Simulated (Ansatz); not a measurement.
```yaml
crystal:
  periodic: [false, false, false]
  atoms:
    - {symbol: W, position_ang: [-0.033235, -1.441642, -0.092127]}
    - {symbol: W, position_ang: [-0.472342, 0.348514, 1.320350]}
    - {symbol: W, position_ang: [1.388428, 0.394350, -0.068147]}
    - {symbol: Si, position_ang: [-0.882851, 0.698789, -1.160067]}
basis:
  gaussian: {orbitals: def2-TZVP, final_grid: {core_spheres: 20, valence_spheres: 16, degree: 47}, point_charges: [{charge: -1.00, position_ang: [6.170, -0.818, 0.135]}]}
magnetization: {spin_polarized: false, initial_magnetization: 2}
hamiltonian: {xc: {name: PBE0}}
scf: {omitted_lower_state_checks: [starts]}
```

```sh
$ ansatz run in.yaml --threads 4 --pin off --events-out ev --progress --plain --max-ram 3916MiB
```

Shortened log:

```
Functional definition: PBE0
1468 factors; their error is unknown
mean field evaluation 1: about -13328.6636 eV, gradient 9.1e1 eV
mean field evaluation 2: about -13026.6603 eV, gradient 3.2e2 eV
mean field evaluation 4: about -13345.0380 eV, gradient 2.5e1 eV
mean field evaluation 8: about -13346.2164 eV, gradient 1.3e1 eV
mean field evaluation 16: about -13346.6279 eV, gradient 5.1e-1 eV
mean field evaluation 32: about -13346.7025 eV, gradient 4.2e-5 eV
mean field -13346.70250293 eV, -490.4822702630 hartree, gradient 4.4e-6 eV, S^2 2.000000; 0 other end points of the search recorded, 0 dependent functions left out
reference -13346.70252882 eV, -490.4822712141 hartree; 29, 27 occupied and 128, 130 virtual orbitals, 1468 factors
Total energy: -13346.70252882 eV, -490.4822712141 hartree
Checks for a lower state left out: starts
```

Run time 33 s (4 threads of Arm Neoverse V2 on a shared host), peak host memory 0.96 GiB.

In the def2 sets W takes a core potential; there is no spin–orbit coupling.

With spin_polarized false and unpaired electrons the run is restricted open-shell.
